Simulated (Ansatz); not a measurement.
CH₈GaNSi, SMILES `N[SiH2][CH2][GaH2]`, relaxed with RKS PBE0-D4/def2-TZVP in the Gaussian-basis code of Ansatz from a GFN2-xTB geometry. The force threshold is 0.005 eV/Å; the program also tests the step.

The species carries charge 0 and has multiplicity 1.

Start:

```xyz
12

N     1.249    0.234    1.938
Si    0.309   -0.575    0.737
C    -0.233    0.770   -0.497
Ga   -1.072   -0.137   -2.089
H     0.917    1.098    2.337
H     1.701   -0.316    2.650
H     1.231   -1.541    0.121
H    -0.900   -1.275    1.225
H     0.626    1.369   -0.813
H    -0.948    1.459   -0.037
H    -1.579    0.614   -3.395
H    -1.301   -1.700   -2.178
```

| step | energy (eV) | largest force (eV/Å) | largest move (Å) |
| --- | --- | --- | --- |
| 1 | -62901.5375 | 1.125 | 0.000 |
| 2 | -62901.6234 | 0.454 | 0.109 |
| 3 | -62901.6393 | 0.128 | 0.041 |
| 4 (rejected) | -62901.6220 | 0.311 | 0.105 |
| 5 | -62901.6423 | 0.044 | 0.051 |
| 6 | -62901.6433 | 0.096 | 0.064 |
| 7 | -62901.6437 | 0.051 | 0.030 |
| 8 | -62901.6442 | 0.053 | 0.034 |
| 9 (rejected) | -62901.6435 | 0.213 | 0.196 |
| 10 (rejected) | -62901.6304 | 0.399 | 0.098 |
| 11 | -62901.6453 | 0.018 | 0.049 |
| 13 | -62901.6476 | 0.214 | 0.148 |
| 15 | -62901.6567 | 0.024 | 0.155 |
| 17 (rejected) | -62901.6595 | 0.271 | 0.192 |
| 19 | -62901.6669 | 0.081 | 0.098 |
| 21 | -62901.6723 | 0.155 | 0.049 |
| 23 (rejected) | -62901.6742 | 0.248 | 0.168 |
| 25 | -62901.6817 | 0.180 | 0.085 |
| 27 | -62901.6845 | 0.056 | 0.041 |
| 29 | -62901.6856 | 0.027 | 0.081 |
| 31 | -62901.6859 | 0.025 | 0.025 |
| 33 (rejected) | -62901.6859 | 0.047 | 0.045 |
| 35 | -62901.6864 | 0.020 | 0.036 |
| 37 | -62901.6865 | 0.008 | 0.011 |
| 38 | -62901.6865 | 0.004 | 0.002 |

End:

```xyz
12

N     1.261    0.339    1.932
Si    0.460   -0.506    0.663
C    -0.451    0.677   -0.445
Ga   -1.135   -0.157   -2.089
H     0.732    0.940    2.545
H     1.999   -0.123    2.441
H     1.530   -1.237   -0.074
H    -0.524   -1.537    1.120
H     0.231    1.490   -0.712
H    -1.297    1.089    0.115
H    -0.248   -0.155   -3.386
H    -2.559   -0.820   -2.109
```

Hardware: 4 threads of an Arm Neoverse V2 on a shared host. Wall time 2 min, peak host memory 0.6 GiB.
